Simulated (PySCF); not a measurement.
**Tc³⁸⁺: fine-structure interval**

Tc³⁸⁺ [He] 2s2 2p1 [2p1/2^1, M_J = 1/2] → Tc³⁸⁺ [He] 2s2 2p1 [2p3/2^1, M_J = 3/2], as a difference of total energies. Calculation: PySCF 2.14, in an even-tempered Gaussian basis (17 s from 17 bohr⁻², ratio 2.4; 12 p from 23 bohr⁻², ratio 2.4; 5 d from 74 bohr⁻², ratio 2.6; 4 f from 110 bohr⁻², ratio 2.6); the two-component X2C-1e Hamiltonian. Correlated levels: nothing frozen; the 32 highest virtual spinors dropped. "Screened" scales the spin-orbit matrix elements by Boettger's factors to mimic the two-electron term; Breit and QED terms are absent.

```tsv
method	fine-structure interval (cm⁻¹)
GHF (screened spin-orbit)	1095700
GMP2 (screened spin-orbit)	1090000
GHF (bare spin-orbit)	1150900
```
